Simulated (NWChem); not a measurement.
System: CH2FNOSi; SMILES N#CO[SiH2]F

Here is an NWChem input.

```
start job
memory heap 200 mb stack 900 mb global 1100 mb
geometry units angstroms noautosym nocenter noautoz
  N      0.442543    -2.570158    -0.413102
  C      0.032518    -1.586437     0.058032
  O     -0.445971    -0.519839     0.616080
  Si    -0.435930     1.023837    -0.093695
  F      1.011273     1.672935     0.111822
  H     -1.438685     1.767053     0.684119
  H     -0.709197     0.865966    -1.533837
end
basis spherical
  * library cc-pvtz
end
dft
  xc xpbe96 cpbe96
  iterations 150
  semidirect filesize 400000000
end
property
  efieldgrad
end
task dft property
```

Excerpt of the output:

```
             Northwest Computational Chemistry Package (NWChem) 7.3.0
             --------------------------------------------------------

                             Geometry "geometry" -> ""
                             -------------------------

 Output coordinates in angstroms (scale by  1.889725989 to convert to a.u.)

  No.       Tag          Charge          X              Y              Z
 ---- ---------------- ---------- -------------- -------------- --------------
    1 N                    7.0000     0.44254300    -2.57015800    -0.41310200
    2 C                    6.0000     0.03251800    -1.58643700     0.05803200
    3 O                    8.0000    -0.44597100    -0.51983900     0.61608000
    4 Si                  14.0000    -0.43593000     1.02383700    -0.09369500
    5 F                    9.0000     1.01127300     1.67293500     0.11182200
    6 H                    1.0000    -1.43868500     1.76705300     0.68411900
    7 H                    1.0000    -0.70919700     0.86596600    -1.53383700

 Effective nuclear repulsion energy (a.u.)     209.3878153380

  pbe96 is a nonlocal functional; adding pw91lda local functional.
                              NWChem Property Module
                              ----------------------

  itol2e modified to match energy
  convergence criterion.

                                 NWChem DFT Module
                                 -----------------

 Summary of "ao basis" -> "ao basis" (spherical)
 ------------------------------------------------------------------------------
       Tag                 Description            Shells   Functions and Types
 ---------------- ------------------------------  ------  ---------------------
 N                          cc-pvtz                 10       30   4s3p2d1f
 C                          cc-pvtz                 10       30   4s3p2d1f
 O                          cc-pvtz                 10       30   4s3p2d1f
 Si                         cc-pvtz                 12       34   5s4p2d1f
 F                          cc-pvtz                 10       30   4s3p2d1f
 H                          cc-pvtz                  6       14   3s2p1d

  itol2e modified to match energy
  convergence criterion.

            General Information
            -------------------
          SCF calculation type: DFT
          Wavefunction type:  closed shell.
          No. of atoms     :     7
          No. of electrons :    46
           Alpha electrons :    23
            Beta electrons :    23
          Charge           :     0
          Spin multiplicity:     1
          Use of symmetry is: off; symmetry adaption is: off
          Maximum number of iterations: 150
          AO basis - number of functions:   182
                     number of shells:    64
          Convergence on energy requested:  1.00D-07
          Convergence on density requested:  1.00D-05
          Convergence on gradient requested:  5.00D-04

              XC Information
              --------------
          PerdewBurkeErnzerhof Exchange Functional  1.000
            Perdew 1991 LDA Correlation Functional  1.000 local
           PerdewBurkeErnz. Correlation Functional  1.000 non-local

             Grid Information
             ----------------
          Grid used for XC integration:  fine
          Radial quadrature: Mura-Knowles
          Angular quadrature: Lebedev.
          Tag              B.-S. Rad. Rad. Pts. Rad. Cut. Ang. Pts.
          ---              ---------- --------- --------- ---------
          N                   0.65       70          13.0       590
          C                   0.70       70          11.0       590
          O                   0.60       70           8.0       590
          Si                  1.10      123          10.0       770
          F                   0.50       70          11.0       590
          H                   0.35       60          11.0       590
          Grid pruning is: on
          Number of quadrature shells:   523
          Spatial weights used:  Erf1

      Superposition of Atomic Density Guess
      -------------------------------------

 Sum of atomic energies:        -556.01326420

      Non-variational initial energy
      ------------------------------

 Total energy =    -557.607122
 1-e energy   =   -1184.329064
 2-e energy   =     417.334127
 HOMO         =      -0.394128
 LUMO         =       0.038523

------------------------------------------------------------
EAF file 0: "./job.aoints.0" size=464519168 bytes
------------------------------------------------------------
               write      read    awrite     aread      wait
               -----      ----    ------     -----      ----
     calls:      886         0         0         0         0
   data(b): 4.65e+08  0.00e+00  0.00e+00  0.00e+00
   time(s): 0.00e+00  0.00e+00  0.00e+00  0.00e+00  0.00e+00
rate(mb/s): 0.00e+00  0.00e+00
------------------------------------------------------------

   convergence    iter        energy       DeltaE   RMS-Dens  Diis-err
 ---------------- ----- ----------------- --------- --------- ---------
 d= 0,ls=0.0,diis     1   -558.1786656425 -7.68D+02  9.22D-03  1.79D+00
 d= 0,ls=0.0,diis     2   -557.1957914646  9.83D-01  7.11D-03  1.06D+01
 d= 0,ls=0.0,diis     3   -558.3089796209 -1.11D+00  2.09D-03  5.19D-01
 d= 0,ls=0.0,diis     4   -558.3353478412 -2.64D-02  9.98D-04  2.95D-01
 d= 0,ls=0.0,diis     5   -558.3600639902 -2.47D-02  2.61D-04  6.63D-03
  Resetting Diis
 d= 0,ls=0.0,diis     6   -558.3605484151 -4.84D-04  8.16D-05  1.38D-03
 d= 0,ls=0.0,diis     7   -558.3606479071 -9.95D-05  8.03D-05  1.99D-04
 d= 0,ls=0.0,diis     8   -558.3605792385  6.87D-05  5.89D-05  9.73D-04
 d= 0,ls=0.0,diis     9   -558.3606605398 -8.13D-05  1.50D-05  4.64D-05
 d= 0,ls=0.0,diis    10   -558.3606652504 -4.71D-06  4.27D-06  3.94D-06
 d= 0,ls=0.0,diis    11   -558.3606656161 -3.66D-07  2.11D-07  4.28D-09
 d= 0,ls=0.0,diis    12   -558.3606656166 -5.05D-10  5.37D-08  2.55D-10

         Total DFT energy =     -558.360665616599
      One electron energy =    -1186.150043604427
           Coulomb energy =      470.999170037962
    Exchange-Corr. energy =      -52.597607388135
 Nuclear repulsion energy =      209.387815338001

 Numeric. integr. density =       45.999999675433

                       DFT Final Molecular Orbital Analysis
                       ------------------------------------

 Vector   21  Occ=2.000000D+00  E=-3.207233D-01
              MO Center=  4.8D-01, -2.6D+00, -4.8D-01, r^2= 1.2D+00
   Bfn.  Coefficient  Atom+Function         Bfn.  Coefficient  Atom+Function
  ----- ------------  ---------------      ----- ------------  ---------------
     2      0.307856  1 N  s                  9     -0.258729  1 N  py
     6     -0.219627  1 N  py                12     -0.212837  1 N  py
     4      0.192599  1 N  s                 32     -0.191995  2 C  s
    10     -0.140909  1 N  pz                 7     -0.118769  1 N  pz
    13     -0.115437  1 N  pz                 8      0.113547  1 N  px

 Vector   22  Occ=2.000000D+00  E=-2.868332D-01
              MO Center=  1.4D-01, -1.8D+00, -8.9D-02, r^2= 1.9D+00
   Bfn.  Coefficient  Atom+Function         Bfn.  Coefficient  Atom+Function
  ----- ------------  ---------------      ----- ------------  ---------------
    10      0.240202  1 N  pz                 7      0.200605  1 N  pz
    40      0.196073  2 C  pz                70     -0.178127  3 O  pz
    13      0.165079  1 N  pz                 9     -0.160317  1 N  py
    37      0.159896  2 C  pz                73     -0.153323  3 O  pz
    67     -0.148051  3 O  pz                 6     -0.133738  1 N  py

 Vector   23  Occ=2.000000D+00  E=-2.783254D-01
              MO Center=  1.4D-01, -1.8D+00, -7.1D-02, r^2= 1.9D+00
   Bfn.  Coefficient  Atom+Function         Bfn.  Coefficient  Atom+Function
  ----- ------------  ---------------      ----- ------------  ---------------
     8      0.272034  1 N  px                 5      0.226149  1 N  px
    68     -0.204689  3 O  px                38      0.195049  2 C  px
    11      0.187874  1 N  px                71     -0.171206  3 O  px
    65     -0.168777  3 O  px                35      0.157912  2 C  px
    10      0.125076  1 N  pz                41      0.116093  2 C  px

[...]

          -----------------------
          Electric field gradient
          -----------------------

 1 a.u. = 0.324123 10**(16) esu/cm**3  ( or statvolts/cm**2 ) = 0.97174 10**(22) v/m**2

 ------------------------------------------------------------
   Atom      X         Y         Z
 ------------------------------------------------------------
    1 N    0.83629  -4.85689  -0.78065
 ------------------------------------------------------------

 Electric field gradient in molecular frame (a.u.)
         XX             YY             ZZ             XY             XZ             YZ
 ------------------------------------------------------------------------------------------
       -0.130098       0.295627      -0.165530      -0.251525      -0.099328       0.322186

 Principal components (a.u.) and orientation
 of principal axis w.r.t. absolute frame                      Asymmetry parameter eta
 --------------------------------------------------------------------------------------
        0.565478      -0.337245      -0.228233                       0.192778

       -0.361163      -0.222464       0.905578
        0.834199      -0.511080       0.207144
        0.416741       0.830245       0.370163

 ------------------------------------------------------------
   Atom      X         Y         Z
 ------------------------------------------------------------
    2 C    0.06145  -2.99793   0.10966
 ------------------------------------------------------------

 Electric field gradient in molecular frame (a.u.)
         XX             YY             ZZ             XY             XZ             YZ
 ------------------------------------------------------------------------------------------
       -0.034174       0.068472      -0.034298      -0.039775      -0.011748       0.035405

 Principal components (a.u.) and orientation
 of principal axis w.r.t. absolute frame                      Asymmetry parameter eta
 --------------------------------------------------------------------------------------
        0.093010      -0.047825      -0.045185                       0.028385

       -0.309999       0.927204       0.210223
        0.908204       0.354197      -0.222956
        0.281186      -0.121809       0.951891

 ------------------------------------------------------------
   Atom      X         Y         Z
 ------------------------------------------------------------
    3 O   -0.84276  -0.98235   1.16422
 ------------------------------------------------------------

 Electric field gradient in molecular frame (a.u.)
         XX             YY             ZZ             XY             XZ             YZ
 ------------------------------------------------------------------------------------------
        0.703058      -1.202656       0.499599       0.645421       0.355639      -0.416984

 Principal components (a.u.) and orientation
 of principal axis w.r.t. absolute frame                      Asymmetry parameter eta
 --------------------------------------------------------------------------------------
       -1.526724       1.016135       0.510589                       0.331131

       -0.305274       0.869638      -0.387991
        0.920725       0.165560      -0.353347
        0.243049       0.465101       0.851239

 ------------------------------------------------------------
   Atom      X         Y         Z
 ------------------------------------------------------------
    4 Si  -0.82379   1.93477  -0.17706
 ------------------------------------------------------------

 Electric field gradient in molecular frame (a.u.)
         XX             YY             ZZ             XY             XZ             YZ
 ------------------------------------------------------------------------------------------
       -0.083817      -0.374775       0.458592      -0.214649      -0.170186       0.395535

 Principal components (a.u.) and orientation
 of principal axis w.r.t. absolute frame                      Asymmetry parameter eta
 --------------------------------------------------------------------------------------
        0.690779      -0.574512      -0.116267                       0.663373

       -0.298457       0.293368       0.908217
        0.384400       0.907944      -0.166958
        0.873590      -0.299289       0.383753

 ------------------------------------------------------------
   Atom      X         Y         Z
 ------------------------------------------------------------
    5 F    1.91103   3.16139   0.21131
 ------------------------------------------------------------

 Electric field gradient in molecular frame (a.u.)
         XX             YY             ZZ             XY             XZ             YZ
 ------------------------------------------------------------------------------------------
       -0.787917       0.193629       0.594288      -0.594618      -0.223231      -0.019520

 Principal components (a.u.) and orientation
 of principal axis w.r.t. absolute frame                      Asymmetry parameter eta
 --------------------------------------------------------------------------------------
       -1.094374       0.653418       0.440956                       0.194140

        0.900214      -0.268678      -0.342675
        0.417469       0.308730       0.854637
        0.123829       0.912413      -0.390088

 ------------------------------------------------------------
   Atom      X         Y         Z
 ------------------------------------------------------------
    6 H   -2.71872   3.33925   1.29280
 ------------------------------------------------------------

 Electric field gradient in molecular frame (a.u.)
         XX             YY             ZZ             XY             XZ             YZ
 ------------------------------------------------------------------------------------------
       -0.028621       0.015390       0.013231       0.075429       0.078007      -0.057560

 Principal components (a.u.) and orientation
 of principal axis w.r.t. absolute frame                      Asymmetry parameter eta
 --------------------------------------------------------------------------------------
       -0.144696       0.073098       0.071597                       0.010375

        0.682900       0.658369       0.316539
       -0.509867       0.119255       0.851947
       -0.523147       0.743188      -0.417120

 ------------------------------------------------------------
   Atom      X         Y         Z
 ------------------------------------------------------------
    7 H   -1.34019   1.63644  -2.89853
 ------------------------------------------------------------

 Electric field gradient in molecular frame (a.u.)
         XX             YY             ZZ             XY             XZ             YZ
 ------------------------------------------------------------------------------------------
        0.063721       0.068467      -0.132188      -0.004528      -0.039528      -0.020992

 Principal components (a.u.) and orientation
 of principal axis w.r.t. absolute frame                      Asymmetry parameter eta
 --------------------------------------------------------------------------------------
       -0.142053       0.071602       0.070451                       0.008108

        0.189826       0.897472       0.398133
        0.101462      -0.421266       0.901244
        0.976561      -0.130684      -0.171026
```

Level: PBE/cc-pVTZ. The geometry was optimised at B3LYP/6-31G* (spherical d). NWChem prints the field gradient with the sign opposite to the second derivative of the potential.
